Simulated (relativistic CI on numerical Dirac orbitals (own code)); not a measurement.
**Energy levels of Tl⁶¹⁺**

These numbers are calculated, not measured: Dirac-Coulomb-Breit CI, orbitals from a KLI potential per configuration, model QED, unscaled Slater integrals (own radial code, finite nucleus).

CI space (outside the closed core [Ne]): 3s2.3p6.3d2, 3s2.3p5.3d3, 3s.3p6.3d3, 3s2.3p6.3d.4s, 3s2.3p6.3d.4p, 3s2.3p6.3d.4d, 3s2.3p5.3d2.4s, 3s2.3p6.3d.4f, 3s2.3p5.3d2.4p, 3s2.3p5.3d2.4d, 3s.3p6.3d2.4s, 3s2.3p6.4s2, 3p6.3d3.4p, 3s.3p6.3d2.4p, 3s2.3p6.4s.4p, 3s2.3p6.3d.5s, 3s2.3p6.3d.5d, 3s2.3p6.3d.5g, 3p6.3d4, 3p5.3d5, 3p5.3d4.4s, 3p6.3d3.4s, 3p5.3d3.4s2, 3s2.3p6.4s.4d, 3s2.3p5.4s2.4d, 3s2.3p6.4p2, 3s2.3p5.4s.4p2, 3s.3p6.3d.4s2, 3s.3p6.4s2.4p, 3s.3p6.4s2.4d. Double excitations out of closed p, d and f shells are left out; levels of such configurations are missing from the list, as are those of other unlisted configurations, and high levels can miss mixing partners. These lack a partner that the ground configuration has and come out too high: 3s2.3p5.3d2.4p, 3s2.3p5.3d2.4d.

The lowest level is 3s2.3p6.3d2 3F_2, with 72 % of that term; Hund's rules for 3s2.3p6.3d2 give 3F with J = 2, in agreement.

```
No.  Configuration  Term  J   E (eV)    %  Next component (%)  Lifetime (s)         jj configuration (%)
  1    3s2.3p6.3d2    3F  2    0.000   72               25 1D                              3d3/2^2 (100)
  2    3s2.3p6.3d2    3P  0   27.611   68               32 1S      3.61e-02                 3d3/2^2 (99)
  3    3s2.3p6.3d2    3F  3  111.815  100                          7.52e-08            3d3/2 3d5/2 (100)
  4    3s2.3p6.3d2    3P  2  123.808   50               28 1D      1.57e-07            3d3/2 3d5/2 (100)
  5    3s2.3p6.3d2    1G  4  127.653   73               27 3F      7.25e-05             3d3/2 3d5/2 (99)
  6    3s2.3p6.3d2    3P  1  129.709  100                          1.31e-07            3d3/2 3d5/2 (100)
  7    3s2.3p6.3d2    3F  4  232.851   73               27 1G      5.72e-08                 3d5/2^2 (99)
  8    3s2.3p6.3d2    1D  2  242.837   47               47 3P      5.46e-08                3d5/2^2 (100)
  9    3s2.3p6.3d2    1S  0  271.081   68               32 3P      3.92e-08                 3d5/2^2 (99)
 10    3s2.3p5.3d3   3D°  2  307.882   28              18 5F°      8.24e-11         3p3/2^3 3d3/2^3 (98)
 11    3s2.3p5.3d3   5D°  1  314.436   26              22 3P°      5.68e-11         3p3/2^3 3d3/2^3 (96)
 12    3s2.3p5.3d3   3P°  0  318.478   47              46 5D°      8.04e-09         3p3/2^3 3d3/2^3 (98)
 13    3s2.3p5.3d3   3F°  3  319.733   25              19 3G°      2.02e-10         3p3/2^3 3d3/2^3 (99)
 14    3s2.3p5.3d3   5F°  3  409.028   39              22 5D°      1.13e-10   3p3/2^3 3d3/2^2 3d5/2 (98)
 15    3s2.3p5.3d3   5G°  4  415.550   35              22 5F°      2.02e-10   3p3/2^3 3d3/2^2 3d5/2 (98)
 16    3s2.3p5.3d3   5S°  2  417.347   27              23 3P°      7.96e-11   3p3/2^3 3d3/2^2 3d5/2 (98)
 17    3s2.3p5.3d3   5D°  2  421.018   42              31 3F°      4.16e-11   3p3/2^3 3d3/2^2 3d5/2 (97)
 18    3s2.3p5.3d3   5D°  1  422.865   40              34 3D°      4.84e-11   3p3/2^3 3d3/2^2 3d5/2 (99)
 19    3s2.3p5.3d3   3G°  5  424.803   32              32 3H°      7.98e-11   3p3/2^3 3d3/2^2 3d5/2 (98)
 20    3s2.3p5.3d3   3H°  6  425.094   43              26 3I°      2.82e-02   3p3/2^3 3d3/2^2 3d5/2 (99)
 21    3s2.3p5.3d3   3G°  3  426.027   43              22 3F°      9.18e-11   3p3/2^3 3d3/2^2 3d5/2 (98)
 22    3s2.3p5.3d3   3P°  0  426.165   39              39 5D°      1.06e-10   3p3/2^3 3d3/2^2 3d5/2 (97)
 23    3s2.3p5.3d3   3F°  4  426.993   29              22 3H°      7.88e-11   3p3/2^3 3d3/2^2 3d5/2 (99)
 24    3s2.3p5.3d3   3G°  4  434.072   36              21 3F°      2.71e-10   3p3/2^3 3d3/2^2 3d5/2 (99)
 25    3s2.3p5.3d3   3D°  2  436.253   33              24 1D°      1.16e-10   3p3/2^3 3d3/2^2 3d5/2 (98)
 26    3s2.3p5.3d3   3S°  1  437.233   33              25 3P°      3.58e-11   3p3/2^3 3d3/2^2 3d5/2 (99)
 27    3s2.3p5.3d3   3G°  3  437.406   26              23 3F°      6.67e-11   3p3/2^3 3d3/2^2 3d5/2 (97)
 28    3s2.3p5.3d3   1H°  5  443.129   31              31 3G°      2.59e-10   3p3/2^3 3d3/2^2 3d5/2 (99)
 29    3s2.3p5.3d3   3F°  4  457.514   41              24 5D°      3.16e-10   3p3/2^3 3d3/2^2 3d5/2 (97)
 30    3s2.3p5.3d3   3P°  2  462.132   29              22 3D°      6.37e-12   3p3/2^3 3d3/2^2 3d5/2 (97)
 31    3s2.3p5.3d3   3D°  1  471.760   42              17 3P°      6.75e-13   3p3/2^3 3d3/2^2 3d5/2 (96)
 32    3s2.3p5.3d3   3G°  3  472.031   32              25 3D°      1.16e-12   3p3/2^3 3d3/2^2 3d5/2 (96)
 33    3s2.3p5.3d3   3F°  2  475.110   48              21 1D°      6.11e-13   3p3/2^3 3d3/2^2 3d5/2 (98)
 34    3s2.3p5.3d3   3G°  3  476.238   39              23 3D°      9.42e-13   3p3/2^3 3d3/2^2 3d5/2 (97)
 35    3s2.3p5.3d3   3D°  1  505.953   41              30 1P°      4.73e-13   3p3/2^3 3d3/2^2 3d5/2 (95)
 36    3s2.3p5.3d3   5F°  4  523.870   31              24 3G°      3.56e-10   3p3/2^3 3d3/2 3d5/2^2 (98)
 37    3s2.3p5.3d3   5G°  5  528.808   45              21 5F°      5.79e-11   3p3/2^3 3d3/2 3d5/2^2 (98)
 38    3s2.3p5.3d3   3D°  2  531.558   31              29 3F°      1.51e-10  3p3/2^3 3d3/2 3d5/2^2 (100)
 39    3s2.3p5.3d3   5G°  6  532.977   50              23 3I°      7.98e-08   3p3/2^3 3d3/2 3d5/2^2 (98)
 40    3s2.3p5.3d3   3I°  7  540.938  100                          2.11e-07  3p3/2^3 3d3/2 3d5/2^2 (100)
 41    3s2.3p5.3d3   3G°  3  541.402   24              21 1F°      1.14e-11   3p3/2^3 3d3/2 3d5/2^2 (98)
 42    3s2.3p5.3d3   3G°  5  541.742   35              30 3H°      8.38e-11   3p3/2^3 3d3/2 3d5/2^2 (98)
 43    3s2.3p5.3d3   3P°  1  542.816   61              19 5D°      3.33e-11   3p3/2^3 3d3/2 3d5/2^2 (98)
 44    3s2.3p5.3d3   3F°  4  543.070   31              26 3G°      3.35e-11   3p3/2^3 3d3/2 3d5/2^2 (98)
 45    3s2.3p5.3d3   3D°  2  543.092   32              15 3P°      8.82e-12   3p3/2^3 3d3/2 3d5/2^2 (98)
```

Energies count from the lowest computed level; ° marks odd parity; lifetimes are radiative, by E1, M1, E2, M2, E3 decay to levels of this space only. Filled j subshells are mostly left out of the jj labels.

The mean weight of the leading LS term, summed over parents, in these 45 levels is 45 %, and that of the leading jj configuration (from the same eigenvectors) 98 %, so jj coupling describes them better and the LS labels are nominal.

At this charge energies of transitions that change n are usually good to better than 1 %, and those within a shell (Δn = 0) to a few per cent.

LS names give the leading component of a level, which can be under half, so a name can repeat, a term be missing and a line seem to break the LS rules.
